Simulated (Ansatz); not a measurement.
Z-matrix (Å, degrees):
```
Si
Cl 1 2.040
C 1 1.844 2 107.8
F 1 1.590 2 107.6 3 -120.3
H 1 1.476 2 110.0 3 122.5
B 3 1.520 1 123.4 2 108.2
O 3 1.524 1 114.2 2 166.9
H 3 1.090 1 117.7 2 -59.1
H 6 1.182 3 157.3 1 -86.1
```

Total charge 0; spin multiplicity 1.

(1) List the PBE/def2-TZVPP orbital energies in eV (the Gaussian-basis code of Ansatz). (Best estimate.)

Results:

(1) Computed: Occupied: -2739.24, -1781.44, -660.16, -511.77, -270.43, -249.83, -190.51, -190.36, -190.35, -178.35, -139.00, -95.80, -95.75, -95.68, -29.91, -27.00, -20.89, -16.82, -13.76, -12.73, -12.09, -11.69, -11.14, -11.00, -10.24, -9.81, -9.19, -8.46, -8.26, -7.58, -7.40. Lowest empty: -2.04, -1.12, -0.12, 0.40, 0.63, 1.11, 1.32, 1.59.
